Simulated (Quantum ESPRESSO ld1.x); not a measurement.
Question: Mo XXXII, configuration [Ne] 3s1 (the NIST ground configuration). Method: scalar-relativistic Kohn-Sham, LDA (Slater exchange, Perdew-Zunger correlation), spin-polarised, spherical densities, point nucleus; open shells are filled with parallel spins first; computed with ld1.x of Quantum ESPRESSO 7.5. Some entries of the table are withheld. Estimate them.

orbital,occ.,eigenvalue (Ry),<r> (bohr),r(max) (bohr)
1s up,1,-1579.98,0.03518,0.023
1s down,1,-1579.82,0.03518,0.023
2s up,1,-323.298,0.1511,0.129
2s down,1,-323.120,0.1510,0.129
2p up,3,-303.078,0.1311,0.102
2p down,3,-302.921,0.1311,0.102
3s up,1,-129.931,0.3656,0.347
3s down,0,-128.772,0.3654,0.347
3p up,0,-123.603,0.3532,0.334
3p down,0,-122.501,0.3527,0.331
4s up,0,(1),0.6749,(2)
4s down,0,(3),0.6788,(4)

Answer: 
(1) 4s up eigenvalue (Ry): -69.3231
(2) 4s up r(max) (bohr): 0.685
(3) 4s down eigenvalue (Ry): -68.8451
(4) 4s down r(max) (bohr): 0.685
